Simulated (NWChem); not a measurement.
# TaCl₅; SMILES [Cl][Ta]([Cl])([Cl])([Cl])[Cl]

Results from NWChem. The geometry was optimised at PBE-D3(BJ)/def2-SVP. Not confirmed as a minimum by frequencies. def2 effective core potentials on Ta; no spin-orbit coupling. Level M06-L/def2-SVP: energy and gradient on several grids; changes count from the extra-fine grid, which is no exact limit either.

Problem. Which is the coarsest grid (xcoarse; medium; fine; coarse; xfine) from which on the energy stays within 500 μHa and each gradient component within 500 μHa/bohr of xfine?

Solution. coarse.
```csv
grid,size of the energy change (μHa),largest change of a gradient component (μHa/bohr)
xcoarse,10000,700
coarse,100,200
medium,60,60
fine,< 10,< 30
xfine,< 10,< 30
```
